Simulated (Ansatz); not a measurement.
Al9P10H26, a nanocrystal cut from wurtzite AlP (hydrogen-capped). Total charge 0; doublet. Geometry PBE-D4/def2-SVP; atoms count from 1.

```xyz
45

P     4.121    1.523   -0.420
Al    4.852   -0.510    0.776
P     0.845    3.159   -2.264
Al   -0.733    2.547   -4.025
Al    1.736    1.462   -0.801
P     0.460   -0.493   -1.345
P     2.680   -1.279    1.585
Al    1.226   -2.347   -0.011
P    -2.488    1.419   -2.757
Al   -1.941   -0.462   -1.350
P    -3.397   -2.385   -1.518
P    -0.794   -3.089    1.069
Al   -2.417   -4.297   -0.302
P     0.871    1.992    1.348
Al    1.742    0.432    2.948
Al   -1.499    2.508    1.302
P    -2.384    0.293    0.861
P    -0.282   -0.550    3.851
Al   -1.971   -1.503    2.395
H     4.754    1.532   -1.702
H     4.746    2.703    0.127
H     5.406   -1.515   -0.345
H     5.719   -0.012    2.033
H     1.948    3.796   -2.921
H     0.360    4.287   -1.528
H     0.003    1.370   -4.830
H    -1.323    3.873   -4.702
H     0.830   -0.819   -2.686
H     3.032   -2.307    2.524
H     1.955   -3.513   -0.822
H    -3.455    0.981   -3.720
H    -3.299    2.378   -2.069
H    -3.470   -2.739   -2.902
H    -4.813   -2.273   -1.259
H    -0.373   -4.082    2.017
H    -1.652   -5.184   -1.399
H    -3.570   -4.868    0.659
H     1.519    3.227    1.683
H     2.661    1.056    4.094
H    -1.770    3.406   -0.013
H    -1.967    2.988    2.761
H    -3.809    0.448    0.891
H     0.085   -1.533    4.824
H    -0.905    0.396    4.725
H    -3.239   -2.017    3.218
```

Single mean-field runs in def2-TZVP are fitted with def2-universal-jkfit.

(1) Estimate the Mulliken populations of the heavy atoms from the PBE0/def2-TZVP orbitals of Ansatz.

(2) Where does the spin sit?

(3) And the Mayer bond orders between bonded heavy atoms (over 0.3)?

## Answers

(1) 
```
atom  charge (e)  spin (α − β)
  P1       -0.24          0.06
 Al2        0.23          0.00
  P3       -0.24          0.02
 Al4        0.22          0.00
 Al5        0.23          0.34
  P6       -0.27          0.02
  P7       -0.34          0.00
 Al8        0.32          0.01
  P9       -0.24          0.02
Al10        0.23          0.35
 P11       -0.25          0.06
 P12       -0.34          0.00
Al13        0.23          0.00
 P14       -0.31          0.00
Al15        0.30          0.00
Al16        0.19          0.00
 P17       -0.31          0.00
 P18       -0.23          0.00
Al19        0.30          0.00
```
Mulliken values and Mayer orders depend strongly on the basis.

(2) Summed by element: P 0.20, Al 0.71, H 0.10, of 1 unpaired in all. Largest on single atoms: Al10 0.35, Al5 0.34, P11 0.06.

(3) P1–Al2 0.68 (2.47 Å); P1–Al5 0.77 (2.42 Å); Al2–P7 0.73 (2.44 Å); P3–Al4 0.72 (2.44 Å); P3–Al5 0.74 (2.41 Å); Al4–P9 0.72 (2.44 Å); Al5–P6 0.82 (2.40 Å); Al5–P14 0.84 (2.38 Å); P6–Al8 0.78 (2.41 Å); P6–Al10 0.82 (2.40 Å); P7–Al8 0.78 (2.41 Å); P7–Al15 0.84 (2.38 Å); Al8–P12 0.78 (2.41 Å); P9–Al10 0.74 (2.41 Å); Al10–P11 0.77 (2.42 Å); Al10–P17 0.83 (2.38 Å); P11–Al13 0.68 (2.47 Å); P12–Al13 0.73 (2.44 Å); P12–Al19 0.84 (2.38 Å); P14–Al15 0.79 (2.40 Å); P14–Al16 0.73 (2.43 Å); Al15–P18 0.73 (2.42 Å); Al16–P17 0.73 (2.43 Å); P17–Al19 0.79 (2.40 Å); P18–Al19 0.73 (2.42 Å).
